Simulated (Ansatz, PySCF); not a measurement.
Spin states of HOOs (SMILES [OH][Os]), each relaxed with B3LYP-D3(BJ)/def2-TZVP.
State 1 (charge 0, multiplicity 4):
```xyz
3

Os    -0.93442    -0.65052    -0.81209
O      0.44509    -0.13107     0.30024
H      0.45616     0.82896     0.44154
```
State 2 (charge 0, multiplicity 6):
```csv
atom,x (Å),y (Å),z (Å)
Os,-1.0185,-0.7661,-0.8915
O,0.4017,-0.0481,0.2790
H,0.5836,0.8616,0.5422
```

Singlets are restricted, other states unrestricted; no spin–orbit coupling, no relativity up to Kr; see below for the cores. The largest T1 diagnostic is 0.111.

Correlated levels freeze the inner cores; with def2 sets outer-core shells near the valence are correlated too.

The values were computed with Ansatz (Gaussian basis) for Hartree–Fock, density functionals and correlated methods; PySCF for the dispersion terms.  In def2 rows elements past Kr take small-core potentials, without spin–orbit coupling.

```csv
level,energy of the multiplicity-6 state less that of the multiplicity-4 state (kJ/mol)
PBE-D3(BJ)/def2-TZVPP,68.8
BLYP/def2-TZVPP,83.2
r2SCAN-D3(BJ)/def2-TZVPP,___
B3LYP-D3(BJ)/def2-TZVPP,70.4
B3LYP-D4/def2-TZVPP,70.6
CAM-B3LYP-D3(BJ)/def2-TZVPP,59.6
CAM-B3LYP-D4/def2-TZVPP,59.7
wB97X-V/def2-TZVPP,65.9
B2PLYP-D4/def2-TZVPP,65.5
```

Q: Complete the blanks.

A: 
- r2SCAN-D3(BJ)/def2-TZVPP, energy of the multiplicity-6 state less that of the multiplicity-4 state (kJ/mol): 38.3

Ansatz is a first-principles code.
